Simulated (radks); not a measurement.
Sn XXXVIII, 13 electrons, occupied as [Ne] 3s2 3p1.

Calculated with a radial shooting solver on a logarithmic mesh with Libxc functionals: scalar-relativistic Kohn-Sham, PBEsol, spin-unpolarised, spherical densities, finite nucleus; Fermi nuclear charge, rms radius 4.6519 fm.

Energy parts (hartree):
total: -5003.88120
kinetic: 5268.04354
electron-nucleus: -10821.18994
Hartree: 640.14101
exchange-correlation: -90.87581

Orbitals (lengths in bohr, moments of r in powers of bohr; <r^-3> diverges for s and p1/2; r(max) is where P^2 peaks):
[
 {"orbital": "1s", "occ.": "2", "eigenvalue (hartree)": "-1147.704", "r(max)": "0.01878", "<r^-3>": "-", "<r>": "0.02905"},
 {"orbital": "2s", "occ.": "2", "eigenvalue (hartree)": "-238.7858", "r(max)": "0.1053", "<r^-3>": "-", "<r>": "0.1236"},
 {"orbital": "2p", "occ.": "6", "eigenvalue (hartree)": "-223.2271", "r(max)": "0.08417", "<r^-3>": "4843", "<r>": "0.1076"},
 {"orbital": "3s", "occ.": "2", "eigenvalue (hartree)": "-94.72581", "r(max)": "0.2841", "<r^-3>": "-", "<r>": "0.2996"},
 {"orbital": "3p", "occ.": "1", "eigenvalue (hartree)": "-89.85540", "r(max)": "0.2730", "<r^-3>": "1235", "<r>": "0.2899"}
]

The highest occupied level is 3p at -2445.1 eV. Summed over all electrons, <r^2> = 0.4236 bohr^2, which gives a Langevin (diamagnetic) susceptibility term of -0.335 x 10^-6 cm^3/mol. The density falls to 0.001 e/bohr^3 at r = 0.80 bohr. The electron density at the nucleus is 1.975e+05 e/bohr^3 (large components only). For comparison, the ionisation energy in NIST's Atomic Spectra Database is 2499 eV (semi-empirical). In exact Kohn-Sham theory the highest level is minus the ionisation energy, but local and semilocal functionals leave it too shallow, through self-interaction and a potential that decays too fast; potentials with the right tail come closer.

Beside tabulated values, note that spin-unpolarised runs miss the spin-polarisation part of the exchange energy of open shells.
